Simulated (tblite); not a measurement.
C2HO, charge -1, singlet, geometry from GFN2-xTB; tblite with GFN1-xTB.

Input for tblite:
```
$ tblite run mol.xyz --method gfn1 --charge -1 --spin 0 --guess eeq --json tblite.json --no-restart

# file mol.xyz
4

C      0.01788210    -0.12688834    -1.22755692
C      0.01203885    -0.07902655    -0.00461356
H      0.10093196    -0.67882411    -2.12908504
O     -0.03505720     0.23928919     1.19026348
```

### Question
What does tblite print? Leave out banner, timings and long lists.

### Answer

```
xTB calculator
 | screened Coulomb repulsion
 | Coulomb electrostatics
 |  * isotropic Klopman-Ohno-Mataga-Nishimoto electrostatics
 |  * onsite third-order electrostatics
 | DFT-D3(BJ) dispersion correction

halogen bonding energy    0.0000000000000E+00 Eh
repulsion energy          1.4594981267157E-01 Eh
dispersion energy        -6.1582466937143E-04 Eh
number of electrons       1.6000000000000E+01 e
integral cutoff           1.9731147476801E+01 bohr

------------------------------------------------------------
  cycle        total energy    energy error   density error
------------------------------------------------------------
      1     -9.562640951570  -9.7079749E+00   8.5250613E-01
      2     -9.624845944564  -6.2204993E-02   4.5794648E-01
      3     -9.624926096606  -8.0152042E-05   1.7372965E-01
      4     -9.625334176137  -4.0807953E-04   5.3859873E-03
      5     -9.625359092991  -2.4916854E-05   2.2441196E-03
      6     -9.625359200732  -1.0774087E-07   3.4235121E-04
      7     -9.625359235281  -3.4549705E-08   2.4473225E-05
      8     -9.625359234977   3.0406788E-10   3.2249327E-05
      9     -9.625359235577  -5.9974958E-10   1.5089433E-07
------------------------------------------------------------

electronic energy        -9.7706932235793E+00 Eh
total energy             -9.6253592355771E+00 Eh

Post processing:
 | Mayer-Wiberg bond orders

[Info] JSON dump of results written to 'tblite.json'
```
